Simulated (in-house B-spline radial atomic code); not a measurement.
A radial electron density 4πr²n(r) was computed for an atom or ion in its tabulated ground configuration with an all-electron radial atomic-structure program (B-spline basis); method: Dirac-Kohn-Sham PBE, spherical fractional occupations. Columns: r (bohr), 4πr²n(r) (electrons per bohr), bar.

```
 0.00168    1.044 #
   0.002    1.431 #
 0.00238    1.954 ##
 0.00283     2.65 ##
 0.00337    3.583 ###
 0.00401    4.805 ####
 0.00478    6.408 ######
 0.00569    8.442 ########
 0.00678    11.01 ##########
 0.00807    14.14 #############
 0.00961    17.86 ################
  0.0114    22.03 ####################
  0.0136    26.74 ########################
  0.0162    31.51 ############################
  0.0193    35.97 ################################
   0.023    39.57 ###################################
  0.0274    41.74 #####################################
  0.0326    42.11 ######################################
  0.0389    40.65 ####################################
  0.0463    38.02 ##################################
  0.0551    35.41 ################################
  0.0656    34.36 ###############################
  0.0781    36.04 ################################
   0.093    40.43 ####################################
   0.111    45.88 #########################################
   0.132    49.27 ############################################
   0.157    48.16 ###########################################
   0.187     42.1 ######################################
   0.223    33.73 ##############################
   0.265    27.66 #########################
   0.316    26.57 ########################
   0.376    29.58 ##########################
   0.448    32.54 #############################
   0.533    31.54 ############################
   0.635    25.83 #######################
   0.756    17.71 ################
     0.9    10.14 #########
    1.07     4.86 ####
    1.28    1.862 ##
    1.52   0.6029 #
    1.81   0.1496 
    2.16  0.02649
```

Which atom or ion is it?
A. As6+
B. Rb7+
C. Se6+
D. Ge6+

C. The area under the curve, ∫4πr²n dr = ∫r·4πr²n d(ln r) on this logarithmic grid, is 28 electrons, which only this option has. The configuration is [Ar] 3d10.
